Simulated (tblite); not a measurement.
Species: GeH3PHPF2, F₂GeH₄P₂.
Structure used (GFN2-xTB), in Å, numbered top down from 1:
```
atom  x, y, z in Å
F1     2.882    0.450    1.324
P2     1.403   -0.211    1.264
F3     1.884   -1.503    0.418
P4     0.621    0.946   -0.417
Ge5   -1.378   -0.200   -0.247
H6     0.199    1.942    0.469
H7    -2.416    0.476   -1.089
H8    -1.252   -1.600   -0.757
H9    -1.930   -0.294    1.146
```

Computed with GFN2-xTB (tblite): harmonic, unscaled wavenumbers at the GFN2-xTB geometry, gas phase. Errors from tens to a few hundred cm⁻¹ against measured bands are possible. Modes of hydrogen on germanium and phosphorus can be 10 to 20 % off. One conformer, not necessarily the lowest.

Harmonic wavenumbers (cm⁻¹): 32.5, 58.9, 89.2, 195.0, 232.6, 335.7, 376.6, 405.5, 429.4, 506.8, 696.5, 711.9, 733.2, 764.4, 770.4, 857.3, 862.0, 1947.0, 2035.6, 2065.0, 2219.8.

A = 4256, B = 964.6, C = 867.7 MHz; mass 177.897 u (most abundant isotopes); point group C1, symmetry number 1.

Zero-point energy?

½Σν̃ = 8163 cm⁻¹ = 97.65 kJ/mol.

Give the ideal-gas entropy at 298.15 K and 1 bar in the rigid-rotor, harmonic-oscillator model (classical rotation).

Translation 173.47, rotation 120.88, vibration 101.61: S = 396.0 J/(mol K).

And Cp and H(298.15 K) − H(0)?

Cp = 124.26 J/(mol K), of which vibrations give 91.01 (their classical limit is 21 R = 174.6); H(298.15 K) − H(0) = 24.79 kJ/mol without the zero-point energy, 14.87 from vibrations.

Which modes carry the vibrational entropy at 298.15 K?

32.5 cm⁻¹: 23.73; 58.9 cm⁻¹: 18.80; 89.2 cm⁻¹: 15.39; 195.0 cm⁻¹: 9.12; 232.6 cm⁻¹: 7.78; 335.7 cm⁻¹: 5.16 J/(mol K); the other 15 give 21.64 together.

How do the functions run with temperature in this model?

```json
{"T (K)": "150", "S (J/(mol K))": "324.8", "Cp (J/(mol K))": "84.8", "H − H(0) (kJ/mol)": "9.10", "G − H(0) (kJ/mol)": "-39.62", "ln q(vib)": "3.11"}
{"T (K)": "250", "S (J/(mol K))": "375.0", "Cp (J/(mol K))": "113.4", "H − H(0) (kJ/mol)": "19.06", "G − H(0) (kJ/mol)": "-74.70", "ln q(vib)": "5.24"}
{"T (K)": "400", "S (J/(mol K))": "435.1", "Cp (J/(mol K))": "141.6", "H − H(0) (kJ/mol)": "38.39", "G − H(0) (kJ/mol)": "-135.64", "ln q(vib)": "8.21"}
{"T (K)": "600", "S (J/(mol K))": "496.9", "Cp (J/(mol K))": "162.7", "H − H(0) (kJ/mol)": "69.01", "G − H(0) (kJ/mol)": "-229.11", "ln q(vib)": "11.73"}
{"T (K)": "900", "S (J/(mol K))": "566.6", "Cp (J/(mol K))": "180.5", "H − H(0) (kJ/mol)": "120.77", "G − H(0) (kJ/mol)": "-389.15", "ln q(vib)": "16.18"}
```

q(vib) and H(0) count from the zero-point level.

Hindered rotation and anharmonicity are outside this model. Other conformers, if any are populated, would add a mixing term that is left out. The structure is chiral; the term R ln 2 for an equal mix with its mirror image is left out.
